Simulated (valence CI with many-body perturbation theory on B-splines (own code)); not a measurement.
## W67+: E2, E3, M2 decay

Computed by configuration interaction combined with many-body perturbation theory (CI+MBPT): five valence electrons over a frozen Dirac-Fock core [He], a basis of 11 s, 11 p, 10 d, 8 f, 5 g, 2 h functions for each j, with the one-electron correlation potential Σ1, the two-electron term Σ2, the three-electron term Σ3, Breit, model QED; selected CI, second order for the rest, scaled by the run's own slope (own B-spline code, finite nucleus).

No measured spectrum was set against this ion. As an estimate, large intervals hold to a few tenths of a per cent, small ones and those within an open d or f shell to about a per cent. Among the levels kept, up to 7500 cm⁻¹ of a level comes from second order outside the variational space, and about a tenth of that is noise between levels of different J, which matters for small intervals.

Lines 51 to 100 of 110 in falling wavelength, among levels below 952.81 Ry, chosen from the decays that carry over 1 % of a level's rate. Wavelengths and rates use the calculated energies. Electric multipoles are in the length gauge, E1 and E2 with the static RPA response of the core. Weak lines are less certain than strong ones. Lines between different terms over intervals too small for the method are left out, as are lines whose strength nearly cancels. The highest levels of a list are the least certain.

Levels are named by their leading jj configuration (3d3/2^4 stands for four electrons in 3d with j = 3/2), which in mixed levels can hold well under half, so a name can repeat and another be missing. Letters in brackets count levels of one name in rising energy.

| λ vac (Å) | Upper | Lower | Type | A (s⁻¹) | Branch % |
| --- | --- | --- | --- | --- | --- |
| 1.322 | (2s^2 2p3/2^2 3p3/2) J=3/2 [a] | (2s^2 2p3/2^3) J=3/2 | E2 | 1.82e+12 | 15.3 |
| 1.320 | (2s^2 2p1/2 2p3/2 3p3/2) J=1/2 [b] | (2s^2 2p1/2 2p3/2^2) J=5/2 | E2 | 1.91e+12 | 26.1 |
| 1.319 | (2s^2 2p3/2^2 3p3/2) J=3/2 [b] | (2s^2 2p3/2^3) J=3/2 | E2 | 1.08e+11 | 1.1 |
| 1.317 | (2s^2 2p1/2 2p3/2 3p3/2) J=1/2 [b] | (2s^2 2p1/2 2p3/2^2) J=3/2 | E2 | 8.53e+11 | 11.7 |
| 1.316 | (2s 2p1/2^2 2p3/2 3p3/2) J=1/2 [b] | (2s 2p1/2^2 2p3/2^2) J=5/2 | E2 | 5.02e+11 | 1.7 |
| 1.308 | (2s 2p1/2 2p3/2^2 3d5/2) J=9/2 [b] | (2s 2p1/2 2p3/2^3) J=5/2 | M2 | 1.13e+11 | 1.7 |
| 1.304 | (2s 2p1/2^2 2p3/2 3d5/2) J=9/2 | (2s 2p1/2^2 2p3/2^2) J=5/2 | M2 | 7.39e+10 | 42.2 |
| 1.304 | (2s 2p1/2^2 2p3/2 3d5/2) J=9/2 | (2s 2p1/2^2 2p3/2^2) J=5/2 | E3 | 4.57e+09 | 2.6 |
| 1.301 | (2s^2 2p3/2^2 3d5/2) J=7/2 | (2s^2 2p3/2^3) J=3/2 | M2 | 1.26e+11 | 3.5 |
| 1.301 | (2s^2 2p3/2^2 3d5/2) J=9/2 | (2s^2 2p3/2^3) J=3/2 | E3 | 3.10e+09 | 1.1 |
| 1.299 | (2s^2 2p1/2 2p3/2 3d5/2) J=9/2 | (2s^2 2p1/2 2p3/2^2) J=5/2 | M2 | 7.35e+10 | 43.5 |
| 1.299 | (2s^2 2p1/2 2p3/2 3d5/2) J=9/2 | (2s^2 2p1/2 2p3/2^2) J=5/2 | E3 | 4.74e+09 | 2.8 |
| 1.261 | (2s 2p1/2^2 2p3/2 3d5/2) J=9/2 | (2s^2 2p1/2 2p3/2^2) J=5/2 | E2 | 1.82e+09 | 1.0 |
| 1.164 | (2s^2 2p3/2^2 3d5/2) J=9/2 | (2s 2p1/2^2 2p3/2^2) J=5/2 | E2 | 6.65e+09 | 2.3 |
| 1.161 | (2s 2p1/2 2p3/2^2 3p3/2) J=7/2 [a] | (2s 2p1/2^2 2p3/2^2) J=5/2 | E2 | 5.01e+11 | 1.5 |
| 1.158 | (2s 2p1/2 2p3/2^2 3p3/2) J=1/2 [b] | (2s 2p1/2^2 2p3/2^2) J=3/2 | E2 | 9.91e+11 | 3.4 |
| 1.156 | (2s 2p1/2 2p3/2^2 3p3/2) J=5/2 [d] | (2s 2p1/2^2 2p3/2^2) J=1/2 | E2 | 7.29e+11 | 1.1 |
| 1.156 | (2s 2p1/2 2p3/2^2 3p3/2) J=9/2 | (2s 2p1/2^2 2p3/2^2) J=5/2 | E2 | 1.47e+12 | 24.8 |
| 1.155 | (2s^2 2p1/2 2p3/2 3p3/2) J=5/2 [a] | (2s^2 2p1/2^2 2p3/2) J=3/2 | E2 | 3.34e+11 | 7.7 |
| 1.155 | (2s^2 2p1/2 2p3/2 3p3/2) J=1/2 [a] | (2s^2 2p1/2^2 2p3/2) J=3/2 | E2 | 6.81e+11 | 8.1 |
| 1.155 | (2s 2p1/2 2p3/2^2 3p3/2) J=5/2 [e] | (2s 2p1/2^2 2p3/2^2) J=1/2 | E2 | 6.81e+11 | 1.3 |
| 1.154 | (2s^2 2p1/2 2p3/2 3p3/2) J=3/2 [a] | (2s^2 2p1/2^2 2p3/2) J=3/2 | E2 | 1.27e+12 | 28.4 |
| 1.154 | (2s^2 2p1/2 2p3/2 3p3/2) J=7/2 | (2s^2 2p1/2^2 2p3/2) J=3/2 | E2 | 1.36e+12 | 34.4 |
| 1.152 | (2s^2 2p3/2^2 3p3/2) J=3/2 [a] | (2s^2 2p1/2 2p3/2^2) J=1/2 | E2 | 2.42e+11 | 2.0 |
| 1.151 | (2s^2 2p3/2^2 3p3/2) J=7/2 | (2s^2 2p1/2 2p3/2^2) J=5/2 | E2 | 6.26e+11 | 7.5 |
| 1.151 | (2s^2 2p3/2^2 3p3/2) J=5/2 | (2s^2 2p1/2 2p3/2^2) J=5/2 | E2 | 1.06e+12 | 9.5 |
| 1.151 | (2s^2 2p1/2 2p3/2 3p3/2) J=3/2 [b] | (2s^2 2p1/2^2 2p3/2) J=3/2 | E2 | 4.69e+10 | 1.1 |
| 1.151 | (2s^2 2p3/2^2 3p3/2) J=1/2 | (2s^2 2p1/2 2p3/2^2) J=5/2 | E2 | 1.53e+12 | 9.9 |
| 1.150 | (2s^2 2p1/2 2p3/2 3p3/2) J=5/2 [b] | (2s^2 2p1/2^2 2p3/2) J=3/2 | E2 | 1.03e+12 | 25.1 |
| 1.149 | (2s^2 2p3/2^2 3p3/2) J=7/2 | (2s^2 2p1/2 2p3/2^2) J=3/2 | E2 | 1.09e+12 | 13.0 |
| 1.149 | (2s^2 2p3/2^2 3p3/2) J=5/2 | (2s^2 2p1/2 2p3/2^2) J=3/2 | E2 | 5.89e+11 | 5.2 |
| 1.149 | (2s^2 2p3/2^2 3p3/2) J=3/2 [b] | (2s^2 2p1/2 2p3/2^2) J=1/2 | E2 | 1.43e+12 | 14.3 |
| 1.148 | (2s^2 2p1/2 2p3/2 3p3/2) J=1/2 [b] | (2s^2 2p1/2^2 2p3/2) J=3/2 | E2 | 6.24e+11 | 8.5 |
| 1.146 | (2s^2 2p3/2^2 3p3/2) J=3/2 [a] | (2s^2 2p1/2 2p3/2^2) J=5/2 | E2 | 1.19e+12 | 10.0 |
| 1.143 | (2s^2 2p3/2^2 3p3/2) J=3/2 [a] | (2s^2 2p1/2 2p3/2^2) J=3/2 | E2 | 2.19e+11 | 1.8 |
| 1.143 | (2s^2 2p3/2^2 3p3/2) J=3/2 [b] | (2s^2 2p1/2 2p3/2^2) J=5/2 | E2 | 2.04e+11 | 2.0 |
| 1.132 | (2s^2 2p1/2 2p3/2 3d5/2) J=9/2 | (2s^2 2p1/2^2 2p3/2) J=3/2 | E3 | 1.09e+10 | 6.4 |
| 1.130 | (2s^2 2p3/2^2 3d5/2) J=9/2 | (2s^2 2p1/2 2p3/2^2) J=5/2 | M2 | 4.00e+10 | 13.6 |
| 1.130 | (2s^2 2p3/2^2 3d5/2) J=9/2 | (2s^2 2p1/2 2p3/2^2) J=5/2 | E3 | 4.08e+09 | 1.4 |
| 1.127 | (2s^2 2p3/2^2 3d5/2) J=9/2 | (2s^2 2p1/2 2p3/2^2) J=3/2 | E3 | 8.59e+09 | 2.9 |
| 1.113 | (2s 2p1/2^2 2p3/2 3d3/2) J=5/2 [a] | (2s^2 2p1/2^2 2p3/2) J=3/2 | E2 | 3.37e+12 | 2.2 |
| 1.112 | (2s 2p1/2^2 2p3/2 3d3/2) J=7/2 | (2s^2 2p1/2^2 2p3/2) J=3/2 | E2 | 5.27e+12 | 21.1 |
| 1.111 | (2s 2p1/2 2p3/2^2 3d3/2) J=9/2 | (2s^2 2p1/2 2p3/2^2) J=5/2 | E2 | 5.70e+12 | 62.3 |
| 1.106 | (2s 2p1/2 2p3/2^2 3d5/2) J=9/2 [a] | (2s^2 2p1/2 2p3/2^2) J=5/2 | E2 | 6.47e+11 | 19.4 |
| 1.104 | (2s 2p1/2^2 2p3/2 3d3/2) J=3/2 [b] | (2s^2 2p1/2^2 2p3/2) J=3/2 | E2 | 1.67e+12 | 1.2 |
| 1.104 | (2s 2p1/2^2 2p3/2 3d3/2) J=5/2 [b] | (2s^2 2p1/2^2 2p3/2) J=3/2 | E2 | 4.27e+12 | 5.9 |
| 1.103 | (2s 2p1/2 2p3/2^2 3d5/2) J=7/2 [a] | (2s^2 2p1/2 2p3/2^2) J=3/2 | E2 | 3.75e+12 | 7.1 |
| 1.103 | (2s 2p1/2^2 2p3/2 3d3/2) J=1/2 [b] | (2s^2 2p1/2^2 2p3/2) J=3/2 | E2 | 4.75e+12 | 1.4 |
| 1.102 | (2s 2p1/2 2p3/2^2 3d3/2) J=7/2 [c] | (2s^2 2p1/2 2p3/2^2) J=5/2 | E2 | 9.73e+11 | 2.3 |
| 1.101 | (2s 2p1/2 2p3/2^2 3d5/2) J=9/2 [b] | (2s^2 2p1/2 2p3/2^2) J=5/2 | E2 | 3.61e+12 | 55.7 |
